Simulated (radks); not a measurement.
Initial-state core-level shifts of neutral chlorine when its valence configuration changes from [Ne] 3s2 3p5. All-electron calculation, non-relativistic Kohn-Sham, LDA (Slater exchange, Perdew-Wang correlation), spin-polarised, spherical densities, point nucleus; open shells are filled with parallel spins first. Program: a radial shooting solver on a logarithmic mesh with Libxc functionals. Shifts are changes of the shell-averaged eigenvalues in eV (positive: less bound); the change of the density at the nucleus, which sets a Mossbauer isomer shift, is in e/bohr^3, on a base of 3201.

valence          1s      2s      2p  density at nucleus
3s1 3p6      -1.302  -1.313  -1.288            -11.6188
3s1.5 3p5.5  -0.656  -0.661  -0.649             -5.7813
